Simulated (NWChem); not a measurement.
System: BiCl2, doublet; SMILES [Cl][Bi][Cl]

Excerpt of the output:

```
             Northwest Computational Chemistry Package (NWChem) 7.3.0
             --------------------------------------------------------

 C2V symmetry detected

                             Geometry "geometry" -> ""
                             -------------------------

 Output coordinates in angstroms (scale by  1.889725989 to convert to a.u.)

  No.       Tag          Charge          X              Y              Z
 ---- ---------------- ---------- -------------- -------------- --------------
    1 Bi                  83.0000     0.00000000     0.00000000     0.45764029
    2 Cl                  17.0000     1.89517300     0.00000000    -1.11718071
    3 Cl                  17.0000    -1.89517300     0.00000000    -1.11718071

 Effective nuclear repulsion energy (a.u.)     646.3881532036

      Symmetry information
      --------------------

 Group name             C2v
 Group number             16
 Group order               4
 No. of unique centers     2

                                 NWChem DFT Module
                                 -----------------

 Summary of "ao basis" -> "ao basis" (spherical)
 ------------------------------------------------------------------------------
       Tag                 Description            Shells   Functions and Types
 ---------------- ------------------------------  ------  ---------------------
 Bi                        def2-tzvpp               16       50   6s5p3d2f
 Cl                        def2-tzvpp               14       42   5s5p3d1f

      Symmetry analysis of basis
      --------------------------

        a1         49
        a2         19
        b1         40
        b2         26

            General Information
            -------------------
          SCF calculation type: DFT
          Wavefunction type:  spin polarized.
          No. of atoms     :     3
          No. of electrons :    57
           Alpha electrons :    29
            Beta electrons :    28
          Charge           :     0
          Spin multiplicity:     2
          Use of symmetry is: on ; symmetry adaption is: on
          Maximum number of iterations: 150
          AO basis - number of functions:   134
                     number of shells:    44
          Convergence on energy requested:  1.00D-06
          Convergence on density requested:  1.00D-05
          Convergence on gradient requested:  5.00D-04

              XC Information
              --------------
                         PBE0 Method XC Functional
                     Hartree-Fock (Exact) Exchange  0.250
          PerdewBurkeErnzerhof Exchange Functional  0.750
            Perdew 1991 LDA Correlation Functional  1.000 local
           PerdewBurkeErnz. Correlation Functional  1.000 non-local

             Grid Information
             ----------------
          Grid used for XC integration:  medium
          Radial quadrature: Mura-Knowles
          Angular quadrature: Lebedev.
          Tag              B.-S. Rad. Rad. Pts. Rad. Cut. Ang. Pts.
          ---              ---------- --------- --------- ---------
          Bi                  1.60      123           8.0       590
          Cl                  1.00       88          11.0       590
          Grid pruning is: on
          Number of quadrature shells:   211
          Spatial weights used:  Erf1

      Superposition of Atomic Density Guess
      -------------------------------------

 Sum of atomic energies:       -1164.38003792

      Non-variational initial energy
      ------------------------------

 Total energy =   -1132.545229
 1-e energy   =   -2058.690424
 2-e energy   =     717.858483
 HOMO         =      -0.122398
 LUMO         =      -0.025459

   Symmetry analysis of molecular orbitals - initial alpha
   -------------------------------------------------------

  Numbering of irreducible representations:

     1 a1          2 a2          3 b1          4 b2

  Orbital symmetries:

     1 a1          2 b1          3 b1          4 a1          5 a1
     6 b1          7 a1          8 b2          9 b1         10 a2
    11 a1         12 b1         13 a1         14 b2         15 b1
    16 a1         17 a1         18 a2         19 b2         20 a1
    21 b1         22 a1         23 b1         24 a1         25 b2
    26 a2         27 b1         28 a1         29 b2         30 a1
    31 b1         32 b2         33 a1         34 b1         35 a1
    36 a2         37 b2         38 a1         39 b1

   Symmetry analysis of molecular orbitals - initial beta
   ------------------------------------------------------

  Numbering of irreducible representations:

     1 a1          2 a2          3 b1          4 b2

  Orbital symmetries:

     1 a1          2 b1          3 b1          4 a1          5 a1
     6 b1          7 a1          8 b2          9 b1         10 a2
    11 a1         12 b1         13 a1         14 b2         15 b1
    16 a1         17 a1         18 a2         19 b2         20 a1
    21 b1         22 a1         23 b1         24 a1         25 b2
    26 a2         27 b1         28 a1         29 b2         30 a1
    31 b1         32 b2         33 a1         34 b1         35 a1
    36 a2         37 b2         38 a1         39 b1

     ---------------------------------------------
      Total Density - Mulliken Population Analysis
     ---------------------------------------------

    Atom       Charge   Shell Charges
 -----------   ------   -------------------------------------------------------
    1 Bi  23    21.83   0.07 -0.62  1.80  0.78  1.11  0.81 -0.68  6.59  0.51  0.92  0.44  9.08  0.90  0.09  0.03  0.00
    2 Cl  17    17.58   2.01  0.45  1.52  1.12  0.87  4.19  1.69  1.12  2.99  1.62  0.00  0.00  0.02  0.00
    3 Cl  17    17.58   2.01  0.45  1.52  1.12  0.87  4.19  1.69  1.12  2.99  1.62  0.00  0.00  0.02  0.00

     --------------------------------------------
      Spin Density - Mulliken Population Analysis
     --------------------------------------------

    Atom       Charge   Shell Charges
 -----------   ------   -------------------------------------------------------
    1 Bi  23     0.94   0.00  0.00  0.00  0.00  0.00  0.00 -0.01  0.02  0.16  0.45  0.32  0.00 -0.00 -0.00 -0.00  0.00
    2 Cl  17     0.03   0.00  0.00  0.00  0.00  0.00  0.00 -0.00  0.01  0.02 -0.00  0.00  0.00  0.00  0.00
    3 Cl  17     0.03   0.00  0.00  0.00  0.00  0.00  0.00 -0.00  0.01  0.02 -0.00  0.00  0.00  0.00  0.00

   convergence    iter        energy       DeltaE   RMS-Dens  Diis-err
 ---------------- ----- ----------------- --------- --------- ---------
 d= 0,ls=0.0,diis     1  -1134.7649896617 -1.34D+03  6.75D-03  2.65D-01
                                                     6.69D-03  2.60D-01
 d= 0,ls=0.0,diis     2  -1134.6672743352  9.77D-02  4.01D-03  2.87D-01
                                                     4.26D-03  2.92D-01
 d= 0,ls=0.0,diis     3  -1134.8237959186 -1.57D-01  1.06D-03  3.61D-02
                                                     1.01D-03  3.52D-02
 d= 0,ls=0.0,diis     4  -1134.8427423458 -1.89D-02  2.17D-04  1.10D-03
                                                     1.94D-04  1.06D-03
 d= 0,ls=0.0,diis     5  -1134.8431235045 -3.81D-04  8.62D-05  1.27D-04
                                                     6.75D-05  1.11D-04
  Resetting Diis
 d= 0,ls=0.0,diis     6  -1134.8431702046 -4.67D-05  1.62D-05  8.80D-06
                                                     2.19D-05  9.08D-06
 d= 0,ls=0.0,diis     7  -1134.8431752583 -5.05D-06  4.91D-06  2.71D-07
                                                     9.01D-06  5.73D-07
 d= 0,ls=0.0,diis     8  -1134.8431756177 -3.59D-07  4.04D-06  3.19D-07
                                                     2.30D-06  1.79D-07

         Total DFT energy =    -1134.843175617701
      One electron energy =    -2060.003697428716
           Coulomb energy =      790.275033858908
    Exchange-Corr. energy =      -73.401224676321
 Nuclear repulsion energy =      208.286712628428

 Numeric. integr. density =       56.999999932053

                  Occupations of the irreducible representations
                  ----------------------------------------------

                     irrep           alpha         beta
                     --------     --------     --------
                     a1               12.0         12.0
                     a2                3.0          3.0
                     b1                9.0          9.0
                     b2                5.0          4.0

                    DFT Final Alpha Molecular Orbital Analysis
                    ------------------------------------------

 Vector   27  Occ=1.000000D+00  E=-3.290236D-01  Symmetry=a1
              MO Center=  1.2D-13,  4.4D-16, -9.2D-01, r^2= 4.8D+00
   Bfn.  Coefficient  Atom+Function         Bfn.  Coefficient  Atom+Function
  ----- ------------  ---------------      ----- ------------  ---------------
    67      0.369091  2 Cl pz               109      0.369091  3 Cl pz
    70      0.246496  2 Cl pz               112      0.246496  3 Cl pz
     5     -0.183660  1 Bi s                  6     -0.183265  1 Bi s
    64      0.172162  2 Cl pz               106      0.172162  3 Cl pz
     3      0.166044  1 Bi s                 58     -0.141144  2 Cl pz

 Vector   28  Occ=1.000000D+00  E=-3.264533D-01  Symmetry=b1
              MO Center= -1.4D-13,  4.2D-16, -1.1D+00, r^2= 4.8D+00
   Bfn.  Coefficient  Atom+Function         Bfn.  Coefficient  Atom+Function
  ----- ------------  ---------------      ----- ------------  ---------------
    65      0.319501  2 Cl px               107      0.319501  3 Cl px
    67      0.225338  2 Cl pz               109     -0.225338  3 Cl pz
    68      0.208282  2 Cl px               110      0.208282  3 Cl px
    70      0.151441  2 Cl pz               112     -0.151441  3 Cl pz
    62      0.147532  2 Cl px               104      0.147532  3 Cl px

[...]
```

Level: PBE0/def2-TZVPP with def2 effective core potentials on Bi, spin-unrestricted. In the optimisation the excess spin sits in b2 (C2v, its own frame). Structure relaxed at the PBE0/def2-SVP, spin-unrestricted level. This spin state was assumed; another may lie lower. No stability test was run on the SCF state. def2 effective core potentials on Bi; no spin-orbit coupling.

Problem. Write an input that gives this output.

Solution. This is not unique; one that fits is the input that was run:
```
start job
memory heap 200 mb stack 900 mb global 1100 mb
geometry units angstroms noautoz
  Bi     0.000000     0.000000     0.415184
  Cl     1.895173     0.000000    -1.159637
  Cl    -1.895173     0.000000    -1.159637
end
basis spherical
  * library def2-tzvpp
end
ecp
  Bi library def2-ecp
end
dft
  odft
  mult 2
  xc pbe0
  iterations 150
  mulliken
end
task dft energy
```
